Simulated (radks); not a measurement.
Problem. Isoelectronic series with 2 electrons, each ion in its NIST ground configuration. Calculated with a radial shooting solver on a logarithmic mesh with Libxc functionals: scalar-relativistic Kohn-Sham, SCAN, spin-polarised, spherical densities, finite nucleus; meta-GGA in the generalised Kohn-Sham scheme; Fermi nuclear charge, rms radius of each element as measured or else 0.836 A^(1/3) + 0.57 fm. Total energies (hartree) and mean radii <r> (bohr):

| ion | configuration | E (hartree) | 1s |
|---|---|---|---|
| B3+ | [He] | -22.04023 | 0.3252 |
| O6+ | [He] | -59.20850 | 0.1968 |
| Cl15+ | [He] | -279.60316 | 0.08984 |
| Fe24+ | [He] | -665.91249 | 0.05787 |
| Cu27+ | [He] | -832.39644 | 0.05165 |
| Br33+ | [He] | -1223.45098 | 0.04239 |
| Sr36+ | [He] | -1448.65239 | 0.03885 |
| Nb39+ | [He] | -1694.12211 | 0.03582 |
| Ru42+ | [He] | -1960.27792 | 0.03320 |

Estimate the row of Ca18+ ([He]).

Solution. E (hartree) -389.72698; 1s 0.07595.
